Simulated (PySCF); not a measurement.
# Continuum solvent and chemical shifts

Geometry (Å), atoms numbered from 1 in this order:
```xyz
19

F     2.9716    0.1762   -1.0077
C     2.4710    0.1991    0.2343
F     3.4186   -0.2669    1.0554
F     2.2711    1.4859    0.5515
C     1.2086   -0.6118    0.3379
C     0.1112   -0.1475   -0.6005
C    -0.6140    1.2062   -0.3423
C    -1.9483    0.4691   -0.3414
C    -1.9551   -0.5528    0.7468
C    -1.2356   -0.8621   -0.5290
H     1.4835   -1.6549    0.1161
H     0.8823   -0.5770    1.3881
H     0.4918   -0.1707   -1.6327
H    -0.3585    1.7250    0.5953
H    -0.4861    1.9130   -1.1729
H    -2.8676    0.8182   -0.8172
H    -1.4073   -0.3693    1.6791
H    -2.8954   -1.0926    0.8847
H    -1.5226   -1.7111   -1.1552
```

GIAO PBE0/pcSseg-1 in PySCF on one PBE0-D3(BJ)/def2-SVP conformer, non-relativistic, equivalent nuclei averaged. Solvents enter as an IEF-PCM continuum (acetone with ε = 20.5, water with ε = 78.4) around the gas-phase geometry. Shifts are referred to CFCl3, TMS computed in the same medium.

Gas phase, δ in ppm: F1/F3/F4 -81.8, C2 132.1, C5 37.5, C7 30.1, C6 28.3, C10 16.6, C9 13.1, C8 11.7, H13 2.52, H15 2.20, H11 1.74, H12 1.64, H19 1.48, H16 1.42. Dipole moment 2.46 D.

(1) How does each δ change in the continuum?

(2) Which nuclei move most (in ppm), and what does the model miss?

Answers

(1) 
```tsv
atoms	environment	Δδ, acetone	Δδ, water
F1/F3/F4	fluorine of a CF3 group	+0.5	+0.6
C2	CF3 carbon	+1.9	+2.1
C5	sp3 CH2	+0.3	+0.4
C7	sp3 CH2 in a ring	+0.3	+0.3
C6	sp3 CH in a ring	+0.8	+0.9
C10	three-membered-ring carbon	+0.6	+0.7
C9	three-membered-ring carbon	-0.1	-0.1
C8	three-membered-ring carbon	+0.2	+0.2
H13	hydrogen on an sp3 CH in a ring	+0.04	+0.04
H15	hydrogen on an sp3 CH2 in a ring	-0.01	-0.01
H11	hydrogen on an sp3 CH2	+0.22	+0.23
H12	hydrogen on an sp3 CH2	+0.23	+0.25
H19	hydrogen on a three-membered-ring carbon	+0.13	+0.13
H16	hydrogen on a three-membered-ring carbon	+0.06	+0.06
```

Changes are relative to the gas phase. The dipole moment becomes 2.81 D in acetone, 2.82 D in water.

(2) C2 (CF3 carbon, +2.1 ppm) in water. A continuum only polarises the solute; specific hydrogen bonds, the anisotropy of aromatic solvents and changes of geometry or conformer are outside it.
